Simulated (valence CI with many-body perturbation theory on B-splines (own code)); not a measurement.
## E1 line list for Rh⁴⁺

Method: valence CI with perturbative core correlation (CI+MBPT): five valence electrons over a frozen Dirac-Fock core [Kr], radial functions for each j: 7 s, 7 p, 8 d, 6 f, 4 g, 1 h, with the one-electron correlation potential Σ1 (screened to all orders), the two-electron term Σ2, the three-electron term Σ3, Breit, model QED; selected single and double excitations, second order for the rest, scaled by the run's own slope (own B-spline code, finite nucleus).

No measured spectrum was set against this ion. As an estimate, terms of the open shell hold to 2 to 4 % of their energy, and close levels can change places; different configurations can be misplaced against each other by 1,000 to 8,000 cm⁻¹. Among the levels kept, up to 2500 cm⁻¹ of a level comes from second order outside the variational space, and about a tenth of that is noise between levels of different J, which matters for small intervals.

Lines 151 to 200 of 586 in falling wavelength, among levels below 239860 cm⁻¹, chosen from the strongest by gf and those to the six lowest levels. Wavelengths and rates use the calculated energies, so an error of 2000 cm⁻¹ moves a line at 149.4 nm by 3 % and its rate by three times that or more. Electric multipoles are in the length gauge, E1 and E2 with the static RPA response of the core. Weak lines are less certain than strong ones. Lines between different terms over intervals too small for the method are left out, as are lines whose strength nearly cancels. Where a level lies close to another of its J and parity, the split of strength between their lines is uncertain. The highest levels of a list are the least certain.

Names give the largest LS component (configuration and term), which can be under half, so a name can repeat, a term be missing and a line seem to break the LS rules; names also repeat where a configuration has a term twice. Letters in brackets count levels of one name in rising energy.

```csv
λ vac (nm),Upper,Lower,A (s⁻¹),log gf,Branch %
149.4,4d4.5p 4D°_5/2 [d],4d4.5s 2F_5/2 [a],1.97e+08,-0.40,4.2
149.3,4d4.5p 6F°_7/2,4d4.5s 6D_5/2,3.91e+08,0.02,42.2
149.3,4d4.5p 6P°_7/2,4d4.5s 6D_9/2,7.59e+08,0.31,10.9
149.2,4d4.5p 2F°_7/2 [a],4d4.5s 4D_7/2 [b],9.76e+07,-0.58,2.1
149.2,4d4.5p 2H°_11/2 [a],4d4.5s 2H_11/2,3.99e+08,0.20,6.6
149.2,4d4.5p 2F°_5/2 [c],4d4.5s 2D_3/2 [a],1.13e+08,-0.65,1.8
148.9,4d4.5p 2I°_13/2 [b],4d4.5s 2I_11/2,3.24e+08,0.18,8.4
148.7,4d4.5p 4D°_3/2 [d],4d4.5s 4D_5/2 [b],2.94e+08,-0.41,5.0
148.7,4d4.5p 4F°_7/2 [c],4d4.5s 4G_5/2,1.00e+08,-0.58,2.1
148.7,4d4.5p 4G°_11/2 [b],4d4.5s 4H_13/2,1.49e+08,-0.23,4.9
148.7,4d4.5p 2G°_9/2 [a],4d4.5s 2F_7/2 [a],1.69e+08,-0.25,2.5
148.6,4d4.5p 4G°_5/2 [d],4d4.5s 4D_5/2 [b],2.24e+08,-0.35,5.8
148.6,4d4.5p 6P°_5/2,4d4.5s 6D_7/2,6.04e+08,0.08,10.0
148.6,4d4.5p 4P°_3/2 [a],4d4.5s 6D_5/2,4.21e+08,-0.25,10.5
148.5,4d4.5p 4G°_11/2 [d],4d4.5s 2I_11/2,7.36e+07,-0.53,2.1
148.5,4d4.5p 2F°_5/2 [b],4d4.5s 2G_7/2 [b],4.82e+08,-0.02,6.0
148.3,4d4.5p 4H°_9/2 [c],4d4.5s 2H_9/2,7.94e+07,-0.58,2.7
148.0,4d4.5p 2H°_11/2 [b],4d4.5s 2H_11/2,6.34e+07,-0.60,2.8
148.0,4d4.5p 2F°_5/2 [c],4d4.5s 2D_5/2 [a],2.49e+08,-0.31,4.0
147.9,4d4.5p 2F°_7/2 [b],4d4.5s 2G_9/2 [a],8.16e+07,-0.67,1.4
147.9,4d4.5p 2K°_13/2,4d4.5s 2H_11/2,4.99e+07,-0.64,1.8
147.9,4d4.5p 4G°_9/2 [c],4d4.5s 4F_9/2 [a],7.22e+07,-0.63,1.3
147.8,4d4.5p 2G°_9/2 [b],4d4.5s 2G_9/2 [a],3.62e+08,0.07,9.0
147.8,4d4.5p 4G°_9/2 [a],4d4.5s 4H_7/2,1.36e+08,-0.35,5.1
147.6,4d4.5p 2I°_11/2 [a],4d4.5s 4F_9/2 [a],2.04e+08,-0.10,5.9
147.6,4d4.5p 4G°_11/2 [c],4d4.5s 4G_9/2,3.06e+08,0.08,10.8
147.5,4d4.5p 2I°_13/2 [b],4d4.5s 2I_13/2,4.63e+08,0.32,11.9
147.4,4d4.5p 6F°_9/2,4d4.5s 6D_7/2,4.94e+08,0.21,48.7
147.3,4d4.5p 2F°_5/2 [d],4d4.5s 2D_3/2 [a],1.02e+08,-0.70,1.4
147.3,4d4.5p 2G°_7/2 [d],4d4.5s 2G_7/2 [b],2.12e+08,-0.26,3.3
147.2,4d4.5p 2F°_7/2 [c],4d4.5s 2D_5/2 [a],1.50e+08,-0.41,3.5
147.2,4d4.5p 4D°_7/2 [c],4d4.5s 4G_9/2,1.34e+08,-0.46,3.2
147.1,4d4.5p 4D°_5/2 [a],4d4.5s 4D_7/2 [a],2.46e+08,-0.32,5.1
146.8,4d4.5p 4P°_5/2 [b],4d4.5s 4P_5/2 [a],2.49e+08,-0.32,4.3
146.7,4d4.5p 2G°_7/2 [c],4d4.5s 2G_7/2 [a],1.31e+08,-0.47,2.0
146.5,4d4.5p 4G°_11/2 [b],4d4.5s 4H_11/2,1.07e+08,-0.38,3.5
146.5,4d4.5p 4G°_11/2 [a],4d4.5s 4H_9/2,2.75e+08,0.03,7.5
146.4,4d4.5p 6P°_7/2,4d4.5s 6D_7/2,1.03e+08,-0.58,1.5
146.3,4d4.5p 2G°_9/2 [a],4d4.5s 2H_11/2,6.36e+07,-0.69,0.9
146.2,4d4.5p 2F°_5/2 [d],4d4.5s 2D_5/2 [a],1.49e+08,-0.54,2.1
146.2,4d4.5p 4D°_7/2 [c],4d4.5s 4P_5/2 [a],1.23e+08,-0.50,3.0
146.1,4d4.5p 4G°_9/2 [d],4d4.5s 4D_7/2 [b],7.11e+07,-0.64,1.6
146.1,4d4.5p 4G°_7/2 [b],4d4.5s 4F_5/2 [a],1.73e+08,-0.35,2.7
146.0,4d4.5p 4D°_3/2 [a],4d4.5s 4D_5/2 [a],3.63e+08,-0.33,8.3
146.0,4d4.5p 6P°_5/2,4d4.5s 6D_5/2,1.47e+08,-0.55,2.4
145.7,4d4.5p 2H°_11/2 [a],4d4.5s 2H_9/2,1.06e+08,-0.39,1.8
145.7,4d4.5p 4H°_13/2 [b],4d4.5s 2H_11/2,3.32e+08,0.17,8.7
145.7,4d4.5p 2H°_11/2 [c],4d4.5s 2G_9/2 [a],4.55e+08,0.24,4.8
145.6,4d4.5p 4D°_1/2 [a],4d4.5s 4D_3/2 [a],3.55e+08,-0.65,12.1
145.6,4d4.5p 4D°_7/2 [a],4d4.5s 4D_7/2 [a],7.14e+08,0.26,14.8
```

(1) How does gf follow from A for the line at 146.8 nm?

## Answers

(1) gf = 1.4992 × (2J+1)_upper × A / σ², with σ = 68100 cm⁻¹ and 2J+1 = 6: gf = 0.483.
